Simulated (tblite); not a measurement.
Species: C3H11PSSi2.
Z-matrix (Å and degrees, GFN2-xTB geometry), rows numbered from 1:
```
P 
Si  1  2.2479
C   2  1.9079  1  105.91
C   3  1.5294  2  113.48  1    57.28
C   4  1.5302  3  113.01  2    72.32
Si  5  1.9022  4  115.28  3   -70.74
S   6  2.1528  5  110.23  4    57.85
H   1  1.3824  2   95.03  3   173.76
H   1  1.3848  2   94.11  3    80.70
H   2  1.4634  1  117.31  3  -124.98
H   3  1.0908  2  110.04  1  -179.97
H   3  1.0915  2  108.43  1   -63.55
H   4  1.0949  3  108.67  2  -166.99
H   4  1.0956  3  109.40  2   -50.37
H   5  1.0928  4  108.69  3    52.94
H   5  1.0916  4  108.51  3   168.15
H   6  1.4610  5  110.40  4   -61.32
H   6  1.4552  5  111.45  4   171.87
```

All values are computed: GFN2-xTB (tblite) harmonic vibrations without scaling, gas phase. The method is semi-empirical: single wavenumbers can be off by several per cent or more. Modes of hydrogen on phosphorus and silicon can be 10 to 20 % off. One conformer, not necessarily the lowest.

Harmonic wavenumbers (cm⁻¹): 52.4, 82.6, 100.2, 123.2, 140.1, 191.8, 249.5, 296.1, 402.8, 423.6, 469.3, 482.3, 517.7, 570.0, 580.4, 632.5, 657.2, 664.1, 689.1, 718.9, 723.3, 747.5, 756.7, 808.5, 949.2, 983.0, 1053.9, 1119.1, 1137.9, 1169.6, 1219.8, 1291.1, 1304.2, 1346.8, 1466.4, 1476.4, 1502.8, 2242.9, 2274.6, 2304.1, 2332.9, 2388.0, 2923.7, 2944.1, 2958.8, 2969.8, 2979.1, 2983.8.

A = 1500, B = 1020, C = 836.7 MHz; mass 165.986 u (most abundant isotopes); point group C1, symmetry number 1.

**Question.** What is the zero-point energy?

**Answer.** Half the sum of the wavenumbers: 28201 cm⁻¹ = 337.36 kJ/mol.

**Question.** What is S at 298.15 K and 1 bar for an ideal gas of classical rigid rotors and harmonic oscillators?

**Answer.** Translation 172.61, rotation 125.13, vibration 131.44: S = 429.2 J/(mol K).

**Question.** And Cp and H(298.15 K) − H(0)?

**Answer.** Cp = 175.41 J/(mol K), of which vibrations give 142.15 (their classical limit is 48 R = 399.1); H(298.15 K) − H(0) = 31.03 kJ/mol without the zero-point energy, 21.11 from vibrations.

**Question.** Which modes carry the vibrational entropy at 298.15 K?

**Answer.** 52.4 cm⁻¹: 19.77; 82.6 cm⁻¹: 16.02; 100.2 cm⁻¹: 14.44; 123.2 cm⁻¹: 12.76; 140.1 cm⁻¹: 11.73; 191.8 cm⁻¹: 9.25 J/(mol K); the other 42 give 47.49 together.

**Question.** How do the functions run with temperature in this model?

**Answer.** 
```json
{"T (K)": "50", "S (J/(mol K))": "250.9", "Cp (J/(mol K))": "57.0", "H − H(0) (kJ/mol)": "2.10", "G − H(0) (kJ/mol)": "-10.45", "ln q(vib)": "0.46"}
{"T (K)": "100", "S (J/(mol K))": "298.3", "Cp (J/(mol K))": "81.2", "H − H(0) (kJ/mol)": "5.59", "G − H(0) (kJ/mol)": "-24.24", "ln q(vib)": "1.71"}
{"T (K)": "373.15", "S (J/(mol K))": "471.9", "Cp (J/(mol K))": "205.7", "H − H(0) (kJ/mol)": "45.35", "G − H(0) (kJ/mol)": "-130.74", "ln q(vib)": "9.43"}
{"T (K)": "500", "S (J/(mol K))": "538.1", "Cp (J/(mol K))": "246.6", "H − H(0) (kJ/mol)": "74.15", "G − H(0) (kJ/mol)": "-194.88", "ln q(vib)": "13.00"}
{"T (K)": "750", "S (J/(mol K))": "649.4", "Cp (J/(mol K))": "302.1", "H − H(0) (kJ/mol)": "143.27", "G − H(0) (kJ/mol)": "-343.78", "ln q(vib)": "19.63"}
{"T (K)": "1000", "S (J/(mol K))": "741.6", "Cp (J/(mol K))": "338.4", "H − H(0) (kJ/mol)": "223.63", "G − H(0) (kJ/mol)": "-517.99", "ln q(vib)": "25.65"}
```

q(vib) and H(0) count from the zero-point level.

**Question.** What must be added to the electronic energy to get the Gibbs energy at 298.15 K and 1 bar?

**Answer.** ZPE + [H(298.15 K) − H(0)] − T·S = 337.36 + 31.03 − 127.96 = 240.43 kJ/mol.

**Question.** Blend soft modes into free rotors: weight 1/[1 + (100 cm⁻¹/ν̃)⁴] for the oscillator and the rest for a rotor with moment μB/(μ + B), μ = h/(8π²ν), B = 10⁻⁴⁴ kg m². What vibrational entropy results?

**Answer.** 122.51 J/(mol K) in place of 131.44, which changes −T·S at 298.15 K by +2.66 kJ/mol.

Hindered rotation and anharmonicity are outside this model. Other conformers, if any are populated, would add a mixing term that is left out. The structure is chiral; the term R ln 2 for an equal mix with its mirror image is left out.

The run took 1.0 s of wall time on Arm Neoverse V1, one thread, shared host with 32 logical CPUs at a one-minute load of 34. This covers the Hessian and the dipole derivatives.
